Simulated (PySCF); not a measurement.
B(H)(Cl)(Br), SMILES ClBBr, singlet (B3LYP/def2-SVP optimised geometry):

```
4

B     -0.500     0.220     0.000
H     -1.077     1.269     0.000
Cl    -1.409    -1.269     0.000
Br     1.409     0.220     0.000
```

Level of theory: B3LYP/def2-TZVP run with PySCF 2.14.0.

Task: What are the frontier orbital energies and the dipole moment?

Result: HOMO-2 -8.93 eV, HOMO-1 -8.86 eV, HOMO -8.39 eV, LUMO -2.11 eV, LUMO+1 0.81 eV; dipole moment 0.42 D.

On the same geometry PySCF 2.14.0 with PBE/def2-TZVP gives HOMO-2 -7.90 eV, HOMO-1 -7.80 eV, HOMO -7.36 eV, LUMO -2.86 eV, LUMO+1 0.08 eV; dipole moment 0.30 D.

Meta-Löwdin charges at B3LYP/def2-TZVP: B1 0.02, H2 0.03, Cl3 -0.03, Br4 -0.03.
